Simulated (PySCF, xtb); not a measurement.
C₄H₆OSe, SMILES C(=COC[SeH])=C.

GFN2-xTB (xtb 6.7.1) at its own geometry gives an orbital gap of 3.89 eV and a dipole moment of 2.03 D.

Coordinates come from a B3LYP-D3(BJ)/def2-SVP optimisation. The structure was generated by enumeration, and PubChem lists no compound with its InChIKey, so it may never have been made. The values are those of a single conformer.

**Question.** What does r2SCAN/def2-TZVP in PySCF give? (The exact figures need the calculation; the answer reports its results.)

**Answer.** gap 4.56 eV (levels -5.69 and -1.13 eV), dipole 0.79 D.
